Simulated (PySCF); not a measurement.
**Bond curve of AlZn⁺**

Set-up: PySCF, no relativity, basis sets Al 6-31G(d,p), Zn 6-31G(d,p). Energies in eV from Al⁺ + Zn in their ground configurations at the same level. State: ¹Σ⁺ (singlet), closed shell.

All columns are r²SCANh. A positive dipole points towards Zn; it is taken about the centre of mass and depends on that origin.

| R (Å) | E (eV) | μ (D) | Mulliken charge on Al (basis-dependent) | HOMO (eV) | LUMO (eV) | Mayer bond order | ⟨S²⟩ |
| --- | --- | --- | --- | --- | --- | --- | --- |
| 2.381 | -0.828 | -1.90 | 0.57 | -11.16 | -8.08 | 0.71 | 0.00 |
| 2.491 | -0.953 | -2.20 | 0.58 | -11.16 | -7.94 | 0.66 | 0.00 |
| 2.602 | -1.016 | -2.53 | 0.60 | -11.15 | -7.83 | 0.63 | 0.00 |
| 2.685 | -1.033 | -2.80 | 0.61 | -11.14 | -7.76 | 0.61 | 0.00 |
| 2.768 | -1.033 | -3.09 | 0.62 | -11.11 | -7.70 | 0.59 | 0.00 |
| 2.851 | -1.021 | -3.38 | 0.64 | -11.08 | -7.66 | 0.57 | 0.00 |
| 2.962 | -0.990 | -3.80 | 0.65 | -11.03 | -7.61 | 0.55 | 0.00 |
| 3.100 | -0.936 | -4.34 | 0.67 | -10.95 | -7.58 | 0.53 | 0.00 |
| 3.266 | -0.861 | -5.03 | 0.69 | -10.82 | -7.58 | 0.50 | 0.00 |
| 3.488 | -0.752 | -5.98 | 0.72 | -10.62 | -7.60 | 0.47 | 0.00 |

A fit through these points gives, at Re = 2.726 Å, μ = -2.94 D and dμ/dR = -3.42 D/Å; the reduced mass is 18.97 u.

**Question.** How strong is the fundamental in the double-harmonic approximation, I = 42.26·(dμ/dR)²/μred km/mol?

**Answer.** I = 42.26·(-3.42)²/18.97 = 26.1 km/mol at r²SCANh.

Closed-shell solutions of metal pairs were not tested for spin polarisation, which can lower them a little. For an ion De counts to the pair picked by the measured ionisation energies or electron affinities, which need not be the lowest pair at this level.
